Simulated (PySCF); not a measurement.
# Zn(2+) (zinc, charge +2): UHF calculation

Configuration: [Ar] 3d10, closed-shell 1S. All numbers are calculated (PySCF 2.14, scalar relativity by spin-free X2C-1e, in aug-cc-pVDZ-DK).

* Total energy: -1793.361042 hartree
* One-electron energy: -2482.5550 hartree
* Hartree (Coulomb) energy: 759.4215 hartree
* Exchange energy: -70.2275 hartree
* ⟨S²⟩: 0.0000
* ⟨L²⟩: 0.000
* Sum of ⟨r⟩: 16.02 bohr
* Sum of ⟨r²⟩: 14.74 bohr²
* Langevin diamagnetic susceptibility: -11.7 ×10⁻⁶ cm³/mol
* Time after the integrals: 0.56 s of wall time on 1 thread of Intel(R) Xeon(R) Platinum 8559C (shared host)

| shell | electrons | mean orbital energy (eV) | rms radius, mean of both spins (bohr) |
| --- | --- | --- | --- |
| 1s | 2 | -9749.9 | 0.0580 |
| 2s | 2 | -1253.7 | 0.244 |
| 2p | 6 | -1085.3 | 0.219 |
| 3s | 2 | -178.16 | 0.733 |
| 3p | 6 | -126.12 | 0.776 |
| 3d | 10 | -41.372 | 0.982 |

Densities and radii are taken from the X2C orbitals without a picture-change correction, which distorts them close to the nucleus.
